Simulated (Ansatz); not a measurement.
Species: C3H4S3, SMILES `S=C1C[C@@H](S)S1` (S–C–S–H torsion 58°) (charge 0, multiplicity 1).

Problem. Give a relaxed geometry from PBE-D3(BJ)/def2-TZVP (Ansatz, a program for electronic structure).

Solution. Several could match; the one computed here: the end point of this relaxation, one of several conformers (outside a Z-matrix the atoms follow the SMILES, hydrogens last).
Cartesian coordinates (Å) in one orientation:
```xyz
10

S     -2.899    -0.031     0.950
C     -1.375    -0.284     0.468
C     -0.438     0.509    -0.424
C      0.732    -0.503    -0.385
S      2.369     0.062     0.102
S     -0.225    -1.584     0.792
H     -0.847     0.699    -1.427
H     -0.177     1.480     0.020
H      0.885    -1.033    -1.334
H      1.976     0.684     1.240
```
